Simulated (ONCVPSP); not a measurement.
**Plane-wave convergence, ONCV potential for tungsten**

- Element: W
- Generator: ONCVPSP 4.0.1
- Type: optimised norm-conserving Vanderbilt (ONCV)
- Functional: PBE
- Relativity: fully relativistic
- Frozen core: [Kr] 4d10 4f14
- Valence charge: 14
- Reference configuration: 5s2 5p6 5d5 6s1
- Partial waves: 5s+6s: rc 1.45 bohr, ncon 4, nbas 7, qcut 7.2 1/bohr, 2 projectors; 5p: rc 2.00 bohr, ncon 3, nbas 7, qcut 5.8 1/bohr, 2 projectors, debl 1 Ha; 5d: rc 1.70 bohr, ncon 4, nbas 7, qcut 6.3 1/bohr, 2 projectors, debl 3.9 Ha
- Local potential: polynomial inside 1.15 bohr (lpopt 5, dvloc0 0 Ha)
- Core correction: Teter function, fcfact 4.25, rcfact 1.6

Open shells are filled in proportion to 2j + 1.

In the p channel the program set the typed energies aside and used -1.422, 0.250 Ha (j = l + 1/2; the other j can differ).

Question: For each optimised wave give the share of its norm inside rc, the residual kinetic energy above qcut (Ha) and the cutoffs (Ha) for errors of 10, 1, 0.1 and 0.01 mHa per electron.

Answer:

| wave | norm inside rc | residual KE | 10 mHa | 1 mHa | 0.1 mHa | 0.01 mHa |
| --- | --- | --- | --- | --- | --- | --- |
| 5s | 0.864 | 2.1e-04 | 18.4 | 22.8 | 35.4 | 61.7 |
| 6s | 0.039 | 7.5e-05 | 14.7 | 20.7 | 25.6 | 43.4 |
| 5p j=3/2 | 0.927 | 4.9e-07 | 8.6 | 11.1 | 13.1 | 14.8 |
| p projector 2 j=3/2 | 0.106 | 4.3e-06 | 7.3 | 9.8 | 11.7 | 14.2 |
| 5p j=1/2 | 0.958 | 5.9e-06 | 10.0 | 12.6 | 14.6 | 17.0 |
| p projector 2 j=1/2 | 0.124 | 2.2e-06 | 8.6 | 11.4 | 13.6 | 15.7 |
| 5d j=5/2 | 0.367 | 4.6e-06 | 10.3 | 13.8 | 16.7 | 19.3 |
| d projector 2 j=5/2 | 0.117 | 1.7e-04 | 12.9 | 16.9 | 21.0 | 44.3 |
| 5d j=3/2 | 0.407 | 1.3e-05 | 10.9 | 14.7 | 17.6 | 20.4 |
| d projector 2 j=3/2 | 0.120 | 2.9e-04 | 13.6 | 17.8 | 23.0 | 43.2 |

The occupied waves need 23 Ha and 35 Ha for 1 and 0.1 mHa. 1 of 4 tests not solved or not reliable.
